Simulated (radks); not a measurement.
Results of a calculation; reference values are marked as such.
Ionisation of the gadolinium ion Gd+, [Xe] 4f7 5d1 6s1, to [Xe] 4f7 5d1 as the strength of local exchange is varied. Level of theory: scalar-relativistic Kohn-Sham, Slater X-alpha exchange (alpha = 2/3 is LDA exchange), no correlation, spin-unpolarised, spherical densities, finite nucleus; Fermi nuclear charge, rms radius 5.1569 fm (a radial shooting solver on a logarithmic mesh with Libxc functionals).

alpha  E(Gd+) (hartree)  exchange (hartree)  IE (eV)  -e of the level emptied (eV)  <r> of it (bohr)
0.667       -11256.2527           -234.4955   11.465                    8.637 (6s)             3.691
0.722       -11275.6788           -254.2843   11.764                    8.932 (6s)             3.647
0.764       -11290.5366           -269.4414   11.995                    9.162 (6s)             3.614
0.779       -11295.8479           -274.8643   12.078                    9.244 (6s)             3.602
0.987       -11369.7612           -350.5798   13.265                   10.436 (6s)             3.446
0.999       -11374.0404           -354.9774   13.335                   10.507 (6s)             3.437
?           -11385.1027           -366.3528   13.517                   10.692 (6s)             3.415

Which alpha was used in the last row?

Answer. alpha = 1.03. NIST Atomic Spectra Database: 12.08 eV (semi-empirical). The Delta-SCF value meets it near alpha = 0.78. Spin polarisation and multiplet splitting are left out, so open shells lie too high by an amount that depends on their filling. Spin-orbit splitting is averaged out at the scalar-relativistic level.

Beside tabulated values, note that spin-unpolarised runs miss the spin-polarisation part of the exchange energy of open shells.
